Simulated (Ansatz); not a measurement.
Ansatz (a program for electronic structure) input (CCSD(T)/aug-cc-pV(D+d)Z):
A basis named .json is the Basis Set Exchange file of that set.

Ansatz 0.2 input:
```yaml
crystal:
  periodic: [false, false, false]
  atoms:
    - {symbol: Si, position_ang: [0.09540685, 0.58371854, 0.04556185]}
    - {symbol: C, position_ang: [-1.61214106, -0.21205355, 0.02256544]}
    - {symbol: C, position_ang: [1.45347759, -0.69381772, -0.22470999]}
    - {symbol: H, position_ang: [0.31091056, 1.28964858, 1.34193168]}
    - {symbol: H, position_ang: [-1.80586689, -0.69775790, -0.93551907]}
    - {symbol: H, position_ang: [-1.68916121, -0.97189252, 0.80691920]}
    - {symbol: H, position_ang: [-2.39588095, 0.52759029, 0.19228596]}
    - {symbol: H, position_ang: [1.41694911, -1.46001998, 0.55637768]}
    - {symbol: H, position_ang: [1.33755825, -1.19174941, -1.18907044]}
    - {symbol: H, position_ang: [2.44177614, -0.23265099, -0.19792361]}
basis:
  gaussian:
    orbitals: aug-cc-pV_D+d_Z.json
magnetization: {spin_polarized: true, initial_magnetization: 1}
correlation: {method: ccsd_t, electrons: outside_noble_gas}
output: {forces: true}
```

End of the output:

```
perturbative correction -0.37748115 eV, -0.0138721765 hartree
the calculation of the forces begins
0.83 GiB of device memory are held for the factors and their scratch space
Total energy: -10046.20621639 eV, -369.1912688893 hartree
Atom 0 at     0.095407     0.583719     0.045562 Å, force     0.035696     0.238663    -0.022445 eV/Å
Atom 1 at    -1.612141    -0.212054     0.022565 Å, force     0.218488     0.116125     0.007359 eV/Å
Atom 2 at     1.453478    -0.693818    -0.224710 Å, force    -0.168721     0.176975     0.038592 eV/Å
Atom 3 at     0.310911     1.289649     1.341932 Å, force     0.019475     0.074761     0.095787 eV/Å
Atom 4 at    -1.805867    -0.697758    -0.935519 Å, force    -0.095100    -0.226555    -0.438504 eV/Å
Atom 5 at    -1.689161    -0.971893     0.806919 Å, force    -0.036831    -0.335342     0.339892 eV/Å
Atom 6 at    -2.395881     0.527590     0.192286 Å, force    -0.365181     0.328510     0.074830 eV/Å
Atom 7 at     1.416949    -1.460020     0.556378 Å, force    -0.014434    -0.338862     0.338086 eV/Å
Atom 8 at     1.337558    -1.191749    -1.189070 Å, force    -0.048307    -0.233908    -0.442278 eV/Å
Atom 9 at     2.441776    -0.232651    -0.197924 Å, force     0.454915     0.199632     0.008681 eV/Å
Dipole moment:    -0.028009    -0.169791    -0.016437 e Å
```

It need not be the lowest isomer of its formula.
